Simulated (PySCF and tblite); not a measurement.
The numbers below are computed, except where a source is named.
C₈H₁₂, numbered as in [CH2:1]=[CH:2][C:3]1=[CH:4][CH2:5][CH2:6][CH2:7][CH2:8]1: conformational analysis

The ensemble was built from 90 distance-geometry starts (ETKDG and KDG, MMFF94s, GFN2-xTB) and rests on GFN2-xTB geometries. Free energies are PBE0-D3(BJ)/pcSseg-1 single points with GFN2-xTB rigid-rotor and vibrational terms (modes under about 100 cm⁻¹ blended into free rotors). Symmetry numbers and mirror images are counted. Conformers within 2.5 kcal/mol (GFN2-xTB free energy) were kept, 5 at most. GIAO shieldings: PBE0/pcSseg-1. Shifts are against TMS (¹H), TMS (¹³C) at the same level; of two unlike H on one atom, a is the less shielded. Run with PySCF (density fitting) and tblite.

Torsions listed: C1–C2–C3–C8. The 6-ring runs over atoms 3–4–5–6–7–8. Of a mirror pair one member is shown.

```tsv
conformer	shape	symmetry	E(GFN2) kcal/mol	E(DFT) kcal/mol	G(298.15 K) kcal/mol	weight %	dipole D
1	6-ring half-chair (ring torsions 15, -47, 64, -48, 16, 1°); -5°	C1 (pair)	0.00	0.00	0.00	99.7	0.73
2	6-ring half-chair (ring torsions 16, -46, 64, -49, 18, -1°); 160°	C1 (pair)	1.22	3.61	3.36	0.3	0.57
```

Weights (%) against temperature:

```csv
T (K),1,2,S(mix) cal/mol/K
250,99.9,0.1,1.40
298.15,99.7,0.3,1.42
350,99.2,0.8,1.47
```

Averaged shifts at 298.15 K. ¹H: 6.59 (H2, 1H), 6.04 (H4, 1H), 5.32 (H1a, 1H), 5.21 (H1b, 1H), 2.31 (H5, 2H), 2.16 (H8, 2H), 1.68 (H7, 2H), 1.61 (H6, 2H) ppm. ¹³C: 148.4 (C2), 143.3 (C3), 139.0 (C4), 115.5 (C1), 30.8 (C5), 27.5 (C8), 26.6 (C6), 26.2 (C7) ppm.

Coordinates of conformer 1 (Å):

```xyz
20

C    -3.008    0.810   -0.173
C    -2.152    0.143    0.593
C    -0.731   -0.041    0.339
C     0.037   -0.636    1.256
C     1.511   -0.843    1.128
C     2.102    0.019    0.016
C     1.231   -0.101   -1.229
C    -0.155    0.474   -0.953
H    -2.717    1.291   -1.091
H    -4.046    0.904    0.099
H    -2.510   -0.308    1.511
H    -0.411   -1.010    2.169
H     1.702   -1.902    0.918
H     1.995   -0.617    2.082
H     3.125   -0.294   -0.199
H     2.127    1.062    0.338
H     1.689    0.427   -2.068
H     1.141   -1.154   -1.503
H    -0.827    0.219   -1.775
H    -0.099    1.566   -0.901
```

Coordinates of conformer 2 (Å):

```xyz
20

C    -2.864    0.021   -1.398
C    -2.117    0.505   -0.414
C    -0.728    0.161   -0.125
C    -0.151   -0.968   -0.541
C     1.261   -1.358   -0.239
C     1.844   -0.529    0.901
C     1.525    0.944    0.671
C     0.016    1.157    0.728
H    -2.486   -0.697   -2.107
H    -3.885    0.332   -1.536
H    -2.542    1.250    0.249
H    -0.712   -1.673   -1.139
H     1.864   -1.219   -1.144
H     1.300   -2.423    0.007
H     2.924   -0.683    0.963
H     1.403   -0.849    1.847
H     2.016    1.564    1.423
H     1.898    1.243   -0.310
H    -0.230    2.170    0.398
H    -0.332    1.060    1.762
```

Shifts are unscaled: against experiment ¹³C can be off by 15 ppm or more and ¹H by 0.8 ppm.

Search and properties took 61 s on 1 thread of Arm Neoverse V1, shared host (rough), launched as `OMP_NUM_THREADS=1 python ens_run.py task.json out`.
